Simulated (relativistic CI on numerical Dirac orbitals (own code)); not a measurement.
# Spin-allowed bands of a d3 ion in an octahedral site, by hand

Problem. A d3 ion in an octahedral site has a 4A2 ground term and spin-allowed bands at ν1 = 20100 and ν2 = 29225 cm⁻¹ (from a computed ligand-field model). Find Δ and the Racah parameter B, and predict the third band.

Working.
1. The F term splits into A2 (−1.2Δ), T2 (−0.2Δ) and T1 (+0.6Δ), so ν1 = E(T2) − E(A2) = Δ = 20100 cm⁻¹.
2. T1(F) mixes with T1(P), which lies at 15B, through an element 0.4Δ. The two roots, counted from A2, are ν2,3 = ½(15B + 3Δ) ∓ ½√[(15B − Δ)² + 12BΔ].
3. Solving the lower root for B gives B = (2ν1² + ν2² − 3ν1ν2)/(15ν2 − 27ν1) = -100146875/-104325 = 960 cm⁻¹.
4. The sum of the roots is 15B + 3Δ, so ν3 = 15B + 3ν1 − ν2 = 45474 cm⁻¹ (220 nm).

Check. The bands were computed by exact diagonalisation of the d3 shell with B = 960 and Δ = 20100 cm⁻¹, which gives ν3 = 45475 cm⁻¹. C does not enter the terms of highest spin.
